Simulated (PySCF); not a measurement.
SeF₄, SMILES F[Se](F)(F)F. Atoms are numbered in the order given.

```xyz
5

Se     0.0000     0.0000    -0.3265
F      0.0000     1.7822    -0.1627
F      1.3241     0.0000     0.7794
F      0.0000    -1.7822    -0.1627
F     -1.3241     0.0000     0.7794
```
Charge 0, spin multiplicity 1.

Geometry: TPSSh-D3(BJ)/def2-SVP. The isomer is the one that the SMILES or the coordinates give; other isomers of the formula were not compared.

Calculation: M06-2X/def2-TZVP (PySCF).

- total energy = -2800.95640 hartree
- point group = C2v
- highest occupied level = -11.93 eV
- lowest empty level = -2.02 eV
- orbital gap = 9.91 eV
- dipole moment = 0.413 e·Å
- quadrupole, principal values (traceless, Buckingham form, about the centre of nuclear charge) = -8.16, 2.89, 5.27 D·Å
- mean static polarisability = 28.9 bohr³ (4.28 Å³)
- polarisability, principal values = 23.3, 28.2, 35.1 bohr³
